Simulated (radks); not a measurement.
Question: The mean radii <r> (bohr) of the occupied orbitals of an atom or ion are listed with their occupations. All-electron calculation, scalar-relativistic Kohn-Sham, r2SCAN, spin-polarised, spherical densities, finite nucleus; meta-GGA in the generalised Kohn-Sham scheme; Fermi nuclear charge, rms radius of each element as measured or else 0.836 A^(1/3) + 0.57 fm. Program: a radial shooting solver on a logarithmic mesh with Libxc functionals.

| orbital | occ. | <r> |
|---|---|---|
| 1s up | 1 | 0.02151 |
| 1s down | 1 | 0.02151 |
| 2s down | 1 | 0.09147 |
| 2s up | 1 | 0.09148 |
| 2p up | 3 | 0.08089 |
| 2p down | 3 | 0.08089 |
| 3s up | 1 | 0.2391 |
| 3s down | 1 | 0.2389 |
| 3p up | 3 | 0.2379 |
| 3p down | 3 | 0.2377 |
| 3d up | 5 | 0.2167 |
| 3d down | 5 | 0.2164 |
| 4s up | 1 | 0.5419 |
| 4s down | 1 | 0.5419 |
| 4p up | 3 | 0.5739 |
| 4p down | 3 | 0.5739 |
| 4d up | 5 | 0.6242 |
| 4d down | 5 | 0.6250 |
| 5s up | 1 | 1.320 |
| 5s down | 1 | 1.346 |
| 5p up | 3 | 1.542 |
| 5p down | 3 | 1.577 |
| 4f up | 7 | 0.8698 |
| 4f down | 2 | 0.9354 |

Name the element and its charge. Open shells, if any, are filled with parallel spins first.

Answer: Z = 65, terbium, charge +2: Tb2+ in [Xe] 4f9. The 1s radius gives Z: for a bare nucleus <r> = (2 gamma + 1)/(2Z) with gamma = sqrt(1 - (Z/c)^2), 0.02124 bohr for Z = 65, and screening makes it slightly larger (0.02151 here). The occupations add up to 63, and the charge is Z minus that.
